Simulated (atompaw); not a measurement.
Reading a pseudo-wave (bismuth)

Columns: radius, all-electron u(r) and pseudo u(r) of the 6s shell (level -14.48 eV) of bismuth in the configuration [Xe] 4f14 5d10 6s2 6p3; PBE, scalar-relativistic, PAW (atompaw) scheme, atompaw 4.2.0.5.

```json
{"r (bohr)": "0.110", "all-electron": "-0.1674", "pseudo": "0.0432"}
{"r (bohr)": "0.219", "all-electron": "0.1166", "pseudo": "0.0862"}
{"r (bohr)": "0.329", "all-electron": "0.2400", "pseudo": "0.1298"}
{"r (bohr)": "0.438", "all-electron": "-0.0306", "pseudo": "0.1734"}
{"r (bohr)": "0.548", "all-electron": "-0.3000", "pseudo": "0.2178"}
{"r (bohr)": "0.658", "all-electron": "-0.4009", "pseudo": "0.2627"}
{"r (bohr)": "0.767", "all-electron": "-0.3443", "pseudo": "0.3075"}
{"r (bohr)": "0.877", "all-electron": "-0.1898", "pseudo": "0.3529"}
{"r (bohr)": "0.987", "all-electron": "0.0051", "pseudo": "0.3982"}
{"r (bohr)": "1.096", "all-electron": "0.1990", "pseudo": "0.4426"}
{"r (bohr)": "1.206", "all-electron": "0.3733", "pseudo": "0.4865"}
{"r (bohr)": "1.315", "all-electron": "0.5152", "pseudo": "0.5283"}
{"r (bohr)": "1.425", "all-electron": "0.6252", "pseudo": "0.5681"}
{"r (bohr)": "1.535", "all-electron": "0.7036", "pseudo": "0.6046"}
{"r (bohr)": "1.644", "all-electron": "0.7538", "pseudo": "0.6366"}
{"r (bohr)": "1.754", "all-electron": "0.7814", "pseudo": "0.6634"}
{"r (bohr)": "1.863", "all-electron": "0.7901", "pseudo": "0.6836"}
{"r (bohr)": "1.973", "all-electron": "0.7841", "pseudo": "0.6964"}
{"r (bohr)": "2.083", "all-electron": "0.7668", "pseudo": "0.7009"}
{"r (bohr)": "2.192", "all-electron": "0.7414", "pseudo": "0.6964"}
{"r (bohr)": "2.302", "all-electron": "0.7098", "pseudo": "0.6828"}
{"r (bohr)": "2.412", "all-electron": "0.6741", "pseudo": "0.6605"}
{"r (bohr)": "2.521", "all-electron": "0.6364", "pseudo": "0.6311"}
{"r (bohr)": "2.631", "all-electron": "0.5971", "pseudo": "0.5958"}
{"r (bohr)": "2.740", "all-electron": "0.5579", "pseudo": "0.5578"}
{"r (bohr)": "2.850", "all-electron": "0.5188", "pseudo": "0.5188"}
```

(1) How many radial nodes do the two functions have?

(2) Is the pseudo-wave norm-conserving?

Answers

(1) The all-electron 6s function has n − l − 1 = 5 (the table is too coarse to show those close to the nucleus); the pseudo-wave has 0, since the states of the same l below it are removed with the core.

(2) No, it belongs to a PAW set: the norm inside the radius is not constrained, and the difference is carried by the augmentation charge.
